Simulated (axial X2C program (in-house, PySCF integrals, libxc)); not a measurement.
NaIn: from Re and ωe to a spectrum

A bond curve at the CCSD(T) level, 2c, was computed with an in-house all-electron X2C program for linear molecules (integrals from PySCF) (basis In dyall-cv3z [11s12p9d4f1g], Na dyall-cv3z [9s8p5d2f] (cores contracted in-house)) for the state Ω = 0 (closed shell). Its fit gives Re = 3.2888 Å, ωe = 138.0 cm⁻¹, ωexe = 0.61 cm⁻¹ and αe = 4.753e-04 cm⁻¹; the masses are 114.9039 and 22.9898 u. Two-component means X2C with spin–orbit coupling and atomic mean-field Coulomb and Gaunt terms.

Correlated methods: 4 electrons correlated (number of frozen shells: In 4 s, 3 p, 2 d; Na 2 s, 1 p), 282 virtual spin orbitals or spinors in MP2, 76 natural virtuals in coupled cluster.

Find the reduced mass, Be and the force constant.

From the CCSD(T) values: μ = 19.1569 u. Be = 16.8576/(μ Re²) = 0.08136 cm⁻¹. k = 5.8918×10⁻⁷ μ ωe² = 0.215 mdyn/Å.

Give B0, the J = 1←0 line in GHz and the most populated J at 300 K (kT = 208.5 cm⁻¹).

B0 = Be − αe/2 = 0.08112 cm⁻¹; 2B0 = 4.864 GHz; J(max) ≈ √(kT/2B0) − 1/2 = 35.3, so J = 35.

Where do the fundamental and the first overtone lie?

ν(1←0) = ωe − 2ωexe = 136.8 cm⁻¹; ν(2←0) = 2ωe − 6ωexe = 272.3 cm⁻¹.

A Morse curve ties αe to the other constants (Pekeris). How well does that hold?

αe(Morse) = 6Be²/ωe × (√(ωexe/Be) − 1) = 5.002e-04 cm⁻¹; the CCSD(T) curve gives 4.753e-04 cm⁻¹, a ratio of 1.05.

Estimate the centrifugal constant by the Kratzer relation.

D = 4Be³/ωe² = 1.13e-07 cm⁻¹.

Occupations by symmetry block were frozen at the best pattern of an incomplete PBE0 search. CCSD and (T) use frozen natural virtuals with an MP2 correction for the truncation; (T) itself is uncorrected, so its De runs slightly low. Other states lie close and PBE0, whose exact exchange favours high spin, may order them wrongly; the determinant shown need not be the ground state. The nearest other 2c determinant of the search, Ω = 1, lies 0.37 eV up at the distance of the search. With the outer-core shells frozen, correlated bond lengths of heavy atoms tend to come out a few hundredths of an ångström too long.
